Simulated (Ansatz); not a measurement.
Be6O6 zinc blende bond rod (Be₆O₆), relaxed as a singlet with RKS r2SCAN-D4/def2-SVP in Ansatz, starting from the GFN1-xTB geometry. Force threshold 0.02 eV/Å.

Start:

```xyz
12

Be    1.3819   -1.9554    1.2990
Be    0.2076    0.2549   -2.7124
Be   -0.2108   -0.2554    2.7099
Be   -1.5869    1.7000    1.4076
Be    1.5831   -1.7030   -1.4078
Be   -1.3723    1.9594   -1.2971
O     0.6915   -1.3044    2.3634
O     1.0509   -0.8581   -2.4255
O     1.7493   -2.1506   -0.0646
O    -0.6869    1.3087   -2.3640
O    -1.0644    0.8509    2.4262
O    -1.7431    2.1530    0.0652
```

Task: Estimate the energy that the relaxation releases and the steps that it takes.

Result: 0.55 eV, in 4 steps; 12 s on 4 threads of Arm Neoverse V1 on a shared host. No frequencies were taken in this run, so the end may be a saddle point.

Task: Does the start keep its bonding and symmetry?

Result: By distances, no bond broke or formed. The bond that changes most is Be6–O12, from 1.43 to 1.43 Å (atoms count from 1). The end is the same structure that another start reached. Point group D6h at the start, D6h at the end, both within 0.05 Å.

Task: Predict the relaxed structure.

Result: 
```csv
atom,x (Å),y (Å),z (Å)
Be1,1.3310,-1.8882,1.2496
Be2,0.2017,0.2442,-2.6079
Be3,-0.2024,-0.2447,2.6078
Be4,-1.5325,1.6439,1.3581
Be5,1.5317,-1.6446,-1.3582
Be6,-1.3295,1.8894,-1.2493
O7,0.7081,-1.3363,2.4174
O8,1.0857,-0.8783,-2.4853
O9,1.7940,-2.2134,-0.0682
O10,-0.7066,1.3375,-2.4173
O11,-1.0884,0.8762,2.4850
O12,-1.7927,2.2143,0.0684
```
Bond lengths (bridged metal pairs left out): 12 × Be–O 1.43 Å.
